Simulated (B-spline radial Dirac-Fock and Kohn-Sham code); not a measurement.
**Relativistic shifts of the levels of W⁵⁴⁺**

System: the W⁵⁴⁺ ion, [Ar] 3d2.

Both columns are ΔSCF binding energies of the configuration average from a radial finite-basis atomic code: non-relativistic Hartree-Fock with a point nucleus, and Dirac-Fock with a finite nucleus and the Coulomb interaction alone, averaged over the two j levels with weights 2j+1.

```csv
shell,Hartree-Fock (eV),Dirac-Fock (eV),shift (eV),shift (%)
1s,67941.6,73664.2,+5722.54,+8.42
2s,14250.7,15827.2,+1576.50,+11.06
2p,13819.3,14377.2,+557.85,+4.04
3s,5581.1,6043.7,+462.54,+8.29
3p,5394.1,5592.6,+198.48,+3.68
3d,5136.2,5156.7,+20.53,+0.40
```

Relativity binds 1s, 2s, 2p, 3s, 3p, 3d more strongly, among those listed most of all 2s in relative terms.

Values without a named source are computed, but for edge energies of neutral atoms, which are taken from tables.
